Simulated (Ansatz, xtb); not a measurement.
**CH9BGeSi: which of two isomers lies lower**

Structure a is `B[SiH2][GeH2][CH3]`, a singlet and structure b is `[BH2][GeH2][SiH2]C`, a singlet. Both are isolated molecules in the gas phase, relaxed with B3LYP/def2-SVP, each in the lowest conformer that the search found.

Problem. Estimate E(b) − E(a) at the level CCSD(T)/def2-SVP + ΔMP2/def2-TZVPP.

Solution. Calculated at CCSD(T)/def2-SVP + ΔMP2/def2-TZVPP: E(b) − E(a) = −18.6 kJ/mol, so structure b lies lower.

The same difference at several levels:

```tsv
level	geometry	E(b) − E(a) (kJ/mol)	departure from the last row (kJ/mol)	job, with rough time for the two
GFN2-xTB	GFN2-xTB	−17.1	+1.5	optimisation, 0.52 s
HF/STO-3G	GFN2-xTB	−27.8	−9.2	single point, 0.78 s
r2SCAN-D4/def2-SVP	GFN2-xTB	−18.7	−0.1	single point, 4.3 s
B3LYP/def2-SVP	B3LYP/def2-SVP	−17.4	+1.2	optimisation, 1.7 min
HF/def2-SVP	B3LYP/def2-SVP	−19.1	−0.5	part of the CCSD(T) run
MP2/def2-SVP	B3LYP/def2-SVP	−17.8	+0.9	part of the CCSD(T) run
CCSD(T)/def2-SVP	B3LYP/def2-SVP	−15.9	+2.7	single point
CCSD(T)/def2-SVP + ΔMP2/def2-TZVPP	B3LYP/def2-SVP	−18.6		single point, 47 s
```

As drawn, b has 1 B–Ge, 1 C–Si in place of 1 B–Si, 1 C–Ge.

None of the levels shown reverses the order. The largest departure from CCSD(T)/def2-SVP + ΔMP2/def2-TZVPP is that of HF/STO-3G, 9.2 kJ/mol. The last row adds to CCSD(T) the change of the MP2 difference between the two basis sets, here −2.7 kJ/mol.

With thermal terms from frequencies at re-optimised GFN2-xTB minima (ideal gas, soft modes damped towards free rotors, one conformer each, 298.15 K, 1 atm): the zero-point term adds +2.7 kJ/mol; ΔH is −16.1 and ΔG −14.8 kJ/mol.

The correlated steps freeze 16 core orbitals; the filled d shell of Ge is correlated, in a basis made for valence electrons. Codes used: Ansatz 0.2.0, xtb 6.7.1; the last row on 2 threads of Intel(R) Xeon(R) Platinum 8259CL CPU @ 2.50GHz (Skylake/Cascade Lake) on a shared host.
